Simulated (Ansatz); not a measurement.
# Telling isomers of BFGeH2O apart by their spectra

These gas-phase data were calculated for one isomer of BFGeH2O at r2SCAN-D4/def2-SVP (harmonic, unscaled wavenumbers; equilibrium rotational constants with average atomic masses):

* rotational constants: 11.25, 3.218, 2.56 GHz
* all wavenumbers above 1500 cm⁻¹: 2614, 2522

Candidates:

(1) `F[B]1[O][GeH2]1`, a singlet
(2) `FB[O][GeH]`, a singlet
(3) `B[O][Ge][F]`, a singlet

Q: Assign the data to one candidate and say why.

A: Candidate (3). The band at 2614 cm⁻¹ lies where the B–H stretch is expected; (1) has no mode between 2350 and 2900 cm⁻¹. 2 modes lie between 2350 and 2900 cm⁻¹, one for each B–H bond, while (2) has 1.

The same quantities for all candidates:

|  | rotational constants (GHz) | wavenumbers above 1500 cm⁻¹ | E above the lowest, r2SCAN-D4/def2-SVP (kcal/mol) |
| --- | --- | --- | --- |
| (1) | 15.1, 2.725, 2.377 | 2154, 2137, 1658 | 12.0 |
| (2) | 27.94, 1.8, 1.725 | 2638, 1888 | 0.0 |
| (3) | 11.25, 3.218, 2.56 | 2614, 2522 | 6.4 |

Each candidate is one conformer. Programs: Ansatz 0.2.0.
